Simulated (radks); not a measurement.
Values are calculated unless marked as measured or tabulated.
Effect of the nuclear size on the palladium ion Pd+, [Kr] 4d9. Code: a radial shooting solver on a logarithmic mesh with Libxc functionals. Model: Dirac Kohn-Sham, LDA (Slater exchange, Perdew-Wang correlation), spin-unpolarised, spherical densities, finite nucleus; open shells are shared between the two j in proportion to 2j + 1; Fermi nuclear charge, rms radius 4.5318 fm. The rms radius is varied about that value; shifts are against it.

rms radius (fm) = 3.6662: total energy shift (eV) -0.867; density at nucleus (e/bohr^3) 1.359e+05; 1s1/2 shift (meV) -366; 2s1/2 shift (meV) -40.5; 4s1/2 shift (meV) -1.43; 5s1/2 (empty) shift (meV) -0.140
rms radius (fm) = 4.2599: total energy shift (eV) -0.290; density at nucleus (e/bohr^3) 1.333e+05; 1s1/2 shift (meV) -122; 2s1/2 shift (meV) -13.5; 4s1/2 shift (meV) -0.477; 5s1/2 (empty) shift (meV) -0.047
rms radius (fm) = 4.5318: total energy shift (eV) 0; density at nucleus (e/bohr^3) 1.322e+05; 1s1/2 shift (meV) 0.000; 2s1/2 shift (meV) 0.000; 4s1/2 shift (meV) 0.000; 5s1/2 (empty) shift (meV) 0.000
rms radius (fm) = 4.8264: total energy shift (eV) 0.331; density at nucleus (e/bohr^3) 1.311e+05; 1s1/2 shift (meV) 140; 2s1/2 shift (meV) 15.5; 4s1/2 shift (meV) 0.546; 5s1/2 (empty) shift (meV) 0.054
rms radius (fm) = 5.3022: total energy shift (eV) 0.904; density at nucleus (e/bohr^3) 1.296e+05; 1s1/2 shift (meV) 381; 2s1/2 shift (meV) 42.3; 4s1/2 shift (meV) 1.49; 5s1/2 (empty) shift (meV) 0.146

Slopes of the eigenvalues against <r^2> in GHz/fm^2, as finite differences over the two radii next to the reference (eigenvalue slopes, not the field-shift constants of lines): 1s1/2 12300, 2s1/2 1360, 4s1/2 48.0, 5s1/2 (empty) 4.71.
